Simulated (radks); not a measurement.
The numbers below are computed, except where a source is named.
La V, 53 electrons, occupied as [Kr] 4d10 5p5 6s2 (not the ground configuration). Code: a radial shooting solver on a logarithmic mesh with Libxc functionals. Model: Dirac Kohn-Sham, exchange-only B88, spin-unpolarised, spherical densities, point nucleus; open shells fill j = l - 1/2 first.

X-ray form factor f0, the Fourier transform of the density (f0(0) = 53):

sin(theta)/lambda (1/angstrom),f0 (electrons)
0.05,52.152
0.1,49.970
0.15,47.197
0.2,44.397
0.25,41.760
0.3,39.273
0.4,34.664
0.5,30.628
0.6,27.210
0.8,21.994
1,18.557
1.25,15.737
1.5,13.482
2,9.547
